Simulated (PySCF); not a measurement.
C7H11F3O.
Numbering: `[CH3:1][C:2]([CH3:3])([CH3:4])[O:5][CH2:6][C:7]([F:8])=[C:9]([F:10])[F:11]` (hydrogens: H12, H13, H14 on C1; H15, H16, H17 on C3; H18, H19, H20 on C4; H21, H22 on C6)

Structure optimised with GFN2-xTB, isolated species.

(1) Give the optimised bond lengths and angles.

## Answers

(1) 
| bond | length (pm) | order |
| --- | --- | --- |
| C1–C2, C2–C3, C2–C4 | 153.2 | single |
| C2–O5 | 143.8 | single |
| O5–C6 | 139.9 | single |
| C6–C7 | 151.0 | single |
| C7–F8 | 135.1 | single |
| C7=C9 | 132.6 | double |
| C9–F10 | 132.6 | single |
| C9–F11 | 132.3 | single |
| C1–H12 and 8 like bonds | 108.7 | single |
| C6–H21, C6–H22 | 109.6 | single |

Bonds in one row agree within 1 pm and their mean is given. Orders are formal, as drawn. A selection of angles:
| angle | degrees |
| --- | --- |
| C1–C2–C3 | 109.8 |
| C1–C2–O5 | 103.0 |
| C3–C2–O5 | 111.7 |
| C2–O5–C6 | 119.6 |
| O5–C6–C7 | 114.6 |
| C6–C7–F8 | 115.8 |
| C6–C7–C9 | 125.5 |
| F8–C7–C9 | 118.6 |
| C7–C9–F10 | 126.0 |
| C7–C9–F11 | 123.2 |
| F10–C9–F11 | 110.8 |

Dihedral angles: C1–C2–O5–C6 171° (antiperiplanar); C2–O5–C6–C7 75° (synclinal); O5–C6–C7–F8 -118° (anticlinal); C6–C7–C9–F10 -179° (antiperiplanar). The mirror-image conformer, all signs reversed, is as good.

O5 (ether oxygen) is bent (angle 119.6°). The C–C distances run from 1.326 Å (C7=C9, drawn double) to 1.533 Å (C2–C3, drawn single), a spread of 0.207 Å. The C–F distances run from 1.323 Å (C9–F11, drawn single) to 1.351 Å (C7–F8, drawn single), a spread of 0.028 Å. The 2 C–O bonds span 1.399 Å (O5–C6, drawn single) to 1.438 Å (C2–O5, drawn single), a spread of 0.039 Å. Of the pairs four or more bonds apart, C4···H22 is among the closest relative to their van der Waals radii: 2.58 Å, 89 % of the sum of Bondi's values.

Point group: C1 (no symmetry element, even within 0.4 Å). Stationary, but not proved a minimum. The numbers are those of one conformer.

The numbers are calculated, not measured.
